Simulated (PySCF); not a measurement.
# Diatomic anions of H with the fourth-period p block

PBE with double-zeta basis sets in PySCF, for the lowest determinant that a PBE0 search found; no spin–orbit coupling. De refers to high-spin ground-configuration atoms (the charge goes to the atom of lower measured ionisation energy or higher electron affinity, which is not always the lowest computed limit). A positive dipole points towards H; it is taken about the centre of mass and depends on that origin.

```
 M                       basis  charged atom  state (unpaired electrons)  Re (Å)  ωe (cm⁻¹)  De (eV)  μ (D)
Ge  aug-cc-pVDZ-PP/aug-cc-pVDZ           Ge−              triplet (π ↑↑)   1.656       1617     2.73  -0.86
As              aug-cc-pVDZ-DK           As−               doublet (π ↑)   1.566       1974     3.10  -0.42
Se                   def2-SVPD           Se−      singlet (closed shell)   1.491       2310     3.61  -0.06
Br                   def2-SVPD           Br−               doublet (σ ↑)   2.250        532     0.27  -2.15
```

The shortest bond is that of SeH⁻ (1.491 Å), the longest that of HBr⁻ (2.250 Å). SeH⁻ is bound most strongly (3.61 eV) and HBr⁻ least (0.27 eV).

The rows differ in basis set, which adds steps of its own.

The state changes along the series, so neighbouring rows are not always alike in their bonding.

Weak bonds: HBr⁻. Basis-set superposition, not corrected here, can be much of De in a small basis, most of all at correlated wavefunction levels. Spin–orbit coupling is left out. For an ion De counts to the pair picked by the measured ionisation energies or electron affinities, which need not be the lowest pair at this level. The highest Kohn–Sham level is positive in some of these anions. Much of that is self-interaction error, but it also means that the finite basis helps to hold the extra electron. States were picked by a PBE0 search and need not be the measured ground states.
